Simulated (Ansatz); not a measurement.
Species: PbI2, charge -1, multiplicity 2. 
Geometry from a B3LYP-D3(BJ)/def2-TZVP (Ansatz, a program for electronic structure) optimisation:
```xyz
3

Pb     0.0209     0.0169     1.0430
I      1.1807    -2.0616    -0.7976
I     -1.2129     2.0354    -0.8162
```
Charge -1, spin multiplicity 2.

Basis-set convergence of Hartree-Fock and MP2 correlation energies (hartree) with Ansatz. Valence correlation only, unless marked. UHF or UKS for open shells. Spin-orbit coupling is left out. Frozen are the shells of the preceding noble gas and the d and f shells that filled before the atom's block. In def2 rows, elements after Kr have scalar-relativistic effective core potentials. This anion needs diffuse functions, which these sets lack.

```
basis       functions       E(HF)  E(corr, MP2)
----------  ---------  ----------  ------------
def2-SVP           78  -785.32643      -0.24243
def2-TZVPP        150  (withheld)    (withheld)
```

### Question
Fill in the missing entries.

### Answer

- def2-TZVPP, E(HF): -785.35066
- def2-TZVPP, E(corr, MP2): -0.34133
